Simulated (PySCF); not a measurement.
Si (silicon, neutral) across methods

[Ne] 3s1 3p3, high-spin 5S determinant (an excited configuration). Calculation: PySCF 2.14, in aug-cc-pV(T+d)Z with one added diffuse shell each of s, p, d, f type (7s6p5d3f, 71 functions); the non-relativistic Hamiltonian (point nucleus). The B2PLYP total includes its PT2 part (frozen core); its orbital energies are those of the SCF part.

| method | E (hartree) | mean ε 2p β (eV) | mean ε 3s α (eV) | mean ε 3p α (eV) | Σ⟨r²⟩ (bohr²) | ⟨S²⟩ |
| --- | --- | --- | --- | --- | --- | --- |
| PBE0 | -289.1059 | -101.30 | -14.369 | -6.556 | 32.48 | 6.000 |
| PBE | -289.0723 | -96.058 | -12.438 | -5.455 | 32.73 | 6.000 |
| UHF | -288.76038 | -115.97 | -19.686 | -9.475 | 32.58 | 6.000 |
| revPBE | -289.1677 | -96.003 | -12.415 | -5.436 | 32.65 | 6.000 |
| r2SCAN | -289.2135 | -97.883 | -13.182 | -5.763 | 32.34 | 6.000 |
| LDA | -288.0540 | -96.153 | -12.432 | -5.477 | 32.97 | 6.000 |
| B2PLYP | -289.0994 | -106.91 | -16.166 | -7.420 | 32.59 | 6.000 |
| r2SCAN0 | -289.2104 | -102.60 | -14.852 | -6.749 | 32.28 | 6.000 |
